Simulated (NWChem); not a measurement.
System: BHOF2; SMILES OB(F)F

```xyz
5

B     -0.0234    -0.0085     0.0000
F      1.2972    -0.1393     0.0000
F     -0.7587    -1.1014     0.0000
O     -0.6196     1.1941     0.0000
H      0.0077     1.9240     0.0000
```
Atoms are numbered in this order, from 1.

All runs: NWChem. Pople sets run with spherical d functions. The geometry was optimised at PBE0/def2-SVP. GIAO values for the isolated, static molecule; σ is the absolute isotropic shielding, δ = σ(reference) − σ with the isolated reference molecule computed at the same levels (11B: boron trifluoride, 19F: trichlorofluoromethane, 1H: tetramethylsilane, 17O: water).

| level | δ B1 (ppm) | δ F2 (ppm) | δ F3 (ppm) | δ O4 (ppm) | δ H5 (ppm) |
|---|---|---|---|---|---|
| LDA (Slater exchange, VWN5)/pcSseg-1 | 3.2 | -143.3 | -154.1 | 105.3 | 3.70 |
| B3LYP/6-31G* | ? | ? | ? | ? | ? |
| PBE0/pcSseg-1 | 3.3 | -124.5 | -134.2 | 87.9 | 3.56 |

Problem. Complete the blanks.

Solution. 
- B3LYP/6-31G*, δ B1 (ppm): 2.7
- B3LYP/6-31G*, δ F2 (ppm): -123.1
- B3LYP/6-31G*, δ F3 (ppm): -131.2
- B3LYP/6-31G*, δ O4 (ppm): 64.1
- B3LYP/6-31G*, δ H5 (ppm): 2.86
